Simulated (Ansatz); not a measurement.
Mulliken charges of `C#[C][Zr]([Cl])([Cl])[C]#C` from ωB97M-V/def2-TZVPP in Ansatz (PBE0-D4/def2-TZVP geometry).

```tsv
atom	x (Å)	y (Å)	z (Å)	charge (e)
C1	0.329	-2.463	1.481	-0.265
C2	-0.137	-1.445	1.008	-0.380
Zr3	-0.934	0.369	0.155	1.261
Cl4	-2.777	-0.152	-1.159	-0.207
Cl5	-1.485	1.837	1.869	-0.207
C6	0.587	1.267	-1.083	-0.380
C7	1.456	1.757	-1.778	-0.265
H8	0.741	-3.357	1.895	0.221
H9	2.221	2.186	-2.387	0.221
```

Problem. By hand: the dipole of these point charges (1 e Å = 4.8032 D).

Solution. Σ q r = (-0.285, 0.112, 0.047) e Å, of length 0.310 e Å = 1.49 D.

Problem. How does the dipole of the full density compare? (Estimate.)

Solution. Ansatz gave: (0.357, -0.141, -0.059) e Å, 1.87 D; the point charges give 0.80 times that, at 180° from its direction, so they point the opposite way.

Point charges leave out the atoms' own dipoles, such as those of lone pairs, and Mulliken's split depends on the basis, so the two needn't agree.
